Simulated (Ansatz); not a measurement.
```yaml
crystal:
  periodic: [false, false, false]
  atoms:
    - {symbol: C, position_ang: [0.136880, -0.113841, 3.344371]}
    - {symbol: C, position_ang: [-0.558537, 1.185331, 2.969573]}
    - {symbol: C, position_ang: [-0.881465, 1.303659, 1.485568]}
    - {symbol: C, position_ang: [-1.928633, 0.313649, 0.997966]}
    - {symbol: C, position_ang: [-2.297298, 0.475472, -0.472768]}
    - {symbol: C, position_ang: [-1.144720, 0.279059, -1.451298]}
    - {symbol: C, position_ang: [-0.518832, -1.105710, -1.394123]}
    - {symbol: C, position_ang: [0.578213, -1.334504, -2.428606]}
    - {symbol: C, position_ang: [1.779819, -0.403493, -2.310265]}
    - {symbol: C, position_ang: [2.503162, -0.509375, -0.981860]}
    - {symbol: O, position_ang: [3.619696, 0.350833, -0.893711]}
    - {symbol: H, position_ang: [1.064102, -0.237535, 2.776509]}
    - {symbol: H, position_ang: [0.395176, -0.133284, 4.405631]}
    - {symbol: H, position_ang: [-0.491779, -0.984996, 3.145992]}
    - {symbol: H, position_ang: [0.078502, 2.026796, 3.260741]}
    - {symbol: H, position_ang: [-1.483064, 1.288857, 3.550086]}
    - {symbol: H, position_ang: [0.046867, 1.180989, 0.915342]}
    - {symbol: H, position_ang: [-1.233005, 2.320128, 1.271889]}
    - {symbol: H, position_ang: [-1.588060, -0.710590, 1.178971]}
    - {symbol: H, position_ang: [-2.835417, 0.435876, 1.602090]}
    - {symbol: H, position_ang: [-3.095776, -0.234625, -0.718011]}
    - {symbol: H, position_ang: [-2.721605, 1.474931, -0.623605]}
    - {symbol: H, position_ang: [-0.380848, 1.042054, -1.271187]}
    - {symbol: H, position_ang: [-1.510603, 0.460001, -2.469001]}
    - {symbol: H, position_ang: [-0.121269, -1.293711, -0.391544]}
    - {symbol: H, position_ang: [-1.304226, -1.855656, -1.545049]}
    - {symbol: H, position_ang: [0.150118, -1.228543, -3.431594]}
    - {symbol: H, position_ang: [0.923858, -2.372186, -2.354967]}
    - {symbol: H, position_ang: [2.489069, -0.642042, -3.113280]}
    - {symbol: H, position_ang: [1.482062, 0.637968, -2.464957]}
    - {symbol: H, position_ang: [1.845640, -0.215280, -0.160556]}
    - {symbol: H, position_ang: [2.795360, -1.555032, -0.799781]}
    - {symbol: H, position_ang: [4.206621, 0.154775, -1.628546]}
basis:
  gaussian: {orbitals: def2-TZVPD}
magnetization: {spin_polarized: true, initial_magnetization: 2}
hamiltonian: {xc: {name: RPBE}, dispersion: d3bjatm, pseudopotentials: {relativity: scalar}}
```

```sh
$ ansatz run in.yaml --threads 10 --pin off --events-out ev --progress --plain --max-ram 110592MiB --backend cuda --devices 0, --max-vram 75GiB
```

Shortened log:

```
Functional definition: RPBE
3046 factors; their error is unknown
mean field evaluation 1: about -12740.3829 eV, gradient 8.8e1 eV
mean field evaluation 2: about -12414.0666 eV, gradient 2.3e2 eV
mean field evaluation 4: about -12764.5704 eV, gradient 5.3e1 eV
mean field evaluation 8: about -12780.8946 eV, gradient 2.4e0 eV
mean field evaluation 16: about -12780.9412 eV, gradient 1.5e-2 eV
mean field evaluation 32: about -12780.7849 eV, gradient 3.0e-6 eV
mean field -12780.78487022 eV, -469.6851808536 hartree, gradient 3.0e-6 eV, S^2 2.002112; 10 other end points of the search recorded, 0 dependent functions left out
reference -12780.78495792 eV, -469.6851840763 hartree; 46, 44 occupied and 562, 564 virtual orbitals, 3046 factors
Total energy: -12784.19761195 eV, -469.8105967989 hartree
Relativity: scalar
```

It took 19 s on 10 threads of an AMD EPYC 7R13 on a shared host and a whole NVIDIA H100 80 GB, with 2 GiB of host memory at the peak.
